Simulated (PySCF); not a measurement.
**Polarisability and C₆ of Sb⁺ (antimony, charge +1)**

[Kr] 4d10 5s2 5p2, high-spin 3P determinant. Calculation: PySCF 2.14, in aug-cc-pVQZ-DK3; the spin-free X2C one-electron Hamiltonian (Gaussian nucleus). Coupled (time-dependent) response in atomic units; α is the mean over directions.

| method | mean α (bohr³) | α xx, yy, zz | C₆ (like pair) | S(−4) |
| --- | --- | --- | --- | --- |
| UHF | 25.73 | 24.25, 26.48, 26.48 | 211.9 | 169.2 |
| PBE | 25.44 | 23.23, 26.54, 26.54 | 206.8 | 174.3 |
| PBE0 | 25.17 | 23.27, 26.12, 26.12 | 204.8 | 165.8 |

S(−4) is the Cauchy moment in α(ω) = α(0) + S(−4) ω² + …

Spin-orbit coupling is absent.

α(iu) at PBE:

```json
{"u (hartree)": "0", "α(iu) (bohr³)": "25.44"}
{"u (hartree)": "0.0500", "α(iu) (bohr³)": "25.01"}
{"u (hartree)": "0.100", "α(iu) (bohr³)": "23.83"}
{"u (hartree)": "0.200", "α(iu) (bohr³)": "20.17"}
{"u (hartree)": "0.300", "α(iu) (bohr³)": "16.28"}
{"u (hartree)": "0.500", "α(iu) (bohr³)": "10.49"}
{"u (hartree)": "0.750", "α(iu) (bohr³)": "6.600"}
{"u (hartree)": "1.00", "α(iu) (bohr³)": "4.593"}
{"u (hartree)": "1.50", "α(iu) (bohr³)": "2.705"}
{"u (hartree)": "2.00", "α(iu) (bohr³)": "1.840"}
{"u (hartree)": "3.00", "α(iu) (bohr³)": "1.037"}
{"u (hartree)": "5.00", "α(iu) (bohr³)": "0.4631"}
```

For an ion, C₆ is the dispersion term alone; charge-induced terms of lower order in 1/R come first.

The components differ because the open shell of this determinant is not spherical; for a pure term their mean is the scalar polarisability.
